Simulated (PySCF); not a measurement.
Excitation energy of Cr by level of theory

Cr [Ar] 3d5 4s1 (7S) → Cr [Ar] 3d5 4p1 (7P), as a difference of total energies. Computed with PySCF 2.14 in aug-cc-pVTZ-DK, with scalar relativity by spin-free X2C-1e. Correlated levels: valence: [Ar] frozen. The calculations carry no spin-orbit coupling.

| method | excitation energy (cm⁻¹) | error (cm⁻¹) |
| --- | --- | --- |
| UHF | 21614 | -1802 |
| MP2 (valence) | 23577 | +162 |
| SCS-MP2 (valence) | 22268 | -1147 |
| CCSD (valence) | 22939 | -477 |
| CCSD(T) (valence) | 22877 | -539 |

Reference: 23415 cm⁻¹ (measured; NIST levels, between the centres of gravity of the two terms).

Errors of the correlated levels include the incompleteness of this basis and the frozen core.

The coupled-cluster amplitudes are large for the upper state (T1 above 0.03 or a double amplitude above 0.15), so a single reference is strained.
